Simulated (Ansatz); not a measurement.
Cartesian coordinates (Å):
```xyz
5

B      1.3033     0.0003     0.0457
B     -0.1994    -0.1587     0.0336
O     -1.4988    -0.3856     0.0462
H      2.4595     0.1752     0.0417
H     -2.0647     0.3688    -0.1673
```
Charge 0, multiplicity 1.

Level of theory: frozen-core CCSD(T)/cc-pVQZ // B3LYP-D3(BJ)/def2-TZVP in Ansatz (a first-principles code). The restricted HF reference is unstable towards unrestricted orbitals.

The HF energy is -125.35805 Ha and the MP2 correlation energy is -0.44144 Ha.

Estimate the CCSD correlation energy, the (T) correction, the total energy and the T1 diagnostic.


```yaml
CCSD correlation energy: -0.46173 Ha
"(T) correction": -0.01954 Ha
CCSD(T) total energy: -125.83932 Ha
T1 diagnostic: 0.016
```
